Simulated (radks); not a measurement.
The numbers below are computed, except where a source is named.
Question: Radial electron density D(r) = 4 pi r^2 rho(r) of an atom or ion with 4 electrons. Level of theory: Dirac Kohn-Sham, LDA (Slater exchange, Perdew-Wang correlation), spin-unpolarised, spherical densities, point nucleus (a radial shooting solver on a logarithmic mesh with Libxc functionals).

r (bohr)  D(r) (e/bohr)
0.02779          0.5287
0.03421          0.7516
0.04179           1.040
0.05145           1.432
0.06284           1.907
0.07737           2.504
0.0945            3.156
0.1164            3.862
0.1421            4.482
0.175             4.943
0.2137            5.082
0.2631            4.810
0.3214            4.139
0.3957            3.139
0.4833            2.119
0.595             1.279
0.7268           0.8642
0.8948           0.8388
1.093             1.031
1.346             1.200
1.644             1.157
2.024            0.8826
2.472            0.5285
3.043            0.2289
3.717           0.07271
4.576           0.01446
5.589          0.001892

What is the nuclear charge?

Answer: Z = 5. The innermost maximum, from 1s, lies near gamma/Z bohr with gamma = sqrt(1 - (Z/c)^2) = 0.999, here 0.2 bohr (found: 0.209), and its height grows with Z. The density is that of the boron ion B+ in [He] 2s2; the configuration itself is not fixed sharply by these data. D(r) has 2 maxima, at r = 0.209, 1.43 bohr, and minima at 0.813 bohr, inside which lie 2.06 electrons.
